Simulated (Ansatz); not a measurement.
Two structures of SiNH$_{6}$OF, closed shell, reached by relaxing down either side of one saddle point (PBE0-D4/def2-TZVP). Energies are electronic, without zero-point energy. Computed with Ansatz 0.2.0 (basis: def2-TZVPP and def2-QZVPP); correlated methods freeze the cores. Extrapolation: Hartree–Fock as exp(−7.88 √X), correlation as X^−2.97. First:

```xyz
10
angstrom
Si -0.6687 0.3749 -0.6950
N 0.0844 -1.0651 -0.0229
H -0.8786 0.2948 -2.1585
H -1.9630 0.4694 0.0259
O 0.3334 1.6370 -0.4524
H 0.8468 -0.3584 1.2648
F 1.2346 0.2628 1.8975
H -0.5512 -1.7828 0.3003
H 0.8123 -1.4976 -0.5780
H 0.7499 1.6650 0.4188
```

Second:

| atom | x (Å) | y (Å) | z (Å) |
| --- | --- | --- | --- |
| Si1 | -0.0094 | 0.9099 | -0.2362 |
| N2 | -0.0541 | -1.7684 | 0.2021 |
| H3 | 0.0778 | 0.2807 | -1.5631 |
| H4 | -1.2197 | 0.6607 | 0.5768 |
| O5 | 0.0261 | 2.5140 | -0.6115 |
| H6 | -0.0401 | -1.9057 | 1.2053 |
| F7 | 1.2919 | 0.6307 | 0.6626 |
| H8 | -0.8105 | -2.3258 | -0.1759 |
| H9 | 0.8148 | -2.1386 | -0.1639 |
| H10 | -0.0768 | 3.1424 | 0.1041 |

Problem. Which bonds change from the first to the second?

Solution. SiNH₅O ([NH2][SiH2][OH]) + HF → SiH₃OF ([OH][SiH2][F]) + NH₃; bonds formed: Si1–F7, N2–H6; bonds broken: Si1–N2, H6–F7.

Problem. Give the saddle point's structure and its height above each. (Judge from chemistry; the value comes from the calculation.)

Solution. Computed: 15.73 kcal/mol above the first and 29.37 kcal/mol above the second (CCSD(T) at an estimated basis limit (MP2 extrapolated from triple and quadruple zeta, plus CCSD(T) − MP2 in triple zeta)).
| atom | x (Å) | y (Å) | z (Å) |
| --- | --- | --- | --- |
| Si1 | -0.5387 | 0.4615 | -0.3922 |
| N2 | 0.2342 | -1.1776 | 0.0178 |
| H3 | -1.0003 | 0.2115 | -1.7886 |
| H4 | -1.7485 | 0.5999 | 0.4392 |
| O5 | 0.5477 | 1.6537 | -0.6310 |
| H6 | 0.5513 | -0.6953 | 0.9939 |
| F7 | 0.4254 | 0.4701 | 1.6112 |
| H8 | -0.4172 | -1.9451 | 0.1311 |
| H9 | 0.9898 | -1.4590 | -0.5952 |
| H10 | 0.9564 | 1.8803 | 0.2140 |

No T1 diagnostic of these runs exceeds 0.013.

Steps of this kind, hydrogen fluoride cutting a network bond, underlie vapour etching and the fluorination step of atomic layer etching.

Labels in which every atom is bracketed show which atoms are joined, not bond orders.

For scale, one of the runs: CCSD(T)/def2-TZVPP, 219 basis functions, launched by `ansatz run in.yaml --threads 4 --pin off --events-out ev --progress --plain --max-ram 9574MiB`. Time: 100 s of wall clock on 4 CPU threads of an Intel Xeon; the host was shared. Peak host memory: 3.5 GiB.
